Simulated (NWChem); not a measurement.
C$_{4}$H$_{5}$BO; SMILES OB1C=CC=C1

```xyz
11

O      0.0702    -2.1366     0.0000
B      0.0134    -0.7904     0.0000
C      1.2711     0.1739     0.0000
C      0.7567     1.4164     0.0000
C     -0.7451     1.4099     0.0000
C     -1.2565     0.1651     0.0000
H     -0.7993    -2.5504     0.0000
H      2.3399    -0.0467     0.0000
H      1.3246     2.3527     0.0000
H     -1.3219     2.3412     0.0000
H     -2.3288    -0.0444     0.0000
```
Atoms are numbered in this order, from 1.

Computed with NWChem. Medium grid unless said otherwise, to which SCAN and Minnesota functionals are sensitive. Coordinates come from a PBE0/def2-SVP optimisation. Hybrids' shares of exact exchange are those that their runs print; pure functionals count as 0. The functionals differ in more than this share.

```csv
row,share of exact exchange,orbital gap (eV)
PBE/def2-TZVP,0.00,2.39
"LDA (Slater exchange, VWN5)/def2-TZVP",0.00,2.34
B3LYP/def2-TZVP,0.20,withheld
M06-2X/def2-TZVP,0.54,6.40
Hartree-Fock/def2-TZVP,1.00,10.06
```

Q: Fit a straight line of the last column on the one before it, predict the withheld value, and compare with the run.

A: 
1. Means of the 4 shown rows: x = 0.385, y = 5.298. Slope Σ(x − x̄)(y − ȳ)/Σ(x − x̄)² = 5.358/0.6987 = 7.668; intercept 2.345.
2. The shown rows scatter about the line by 0.054 (root mean square); the largest residual is -0.09, at M06-2X/def2-TZVP.
3. At x = 0.20 (B3LYP/def2-TZVP; inside the shown range) the line gives 3.88.
4. The run gives 3.91, +0.03 from the line, 0.6 times the scatter.
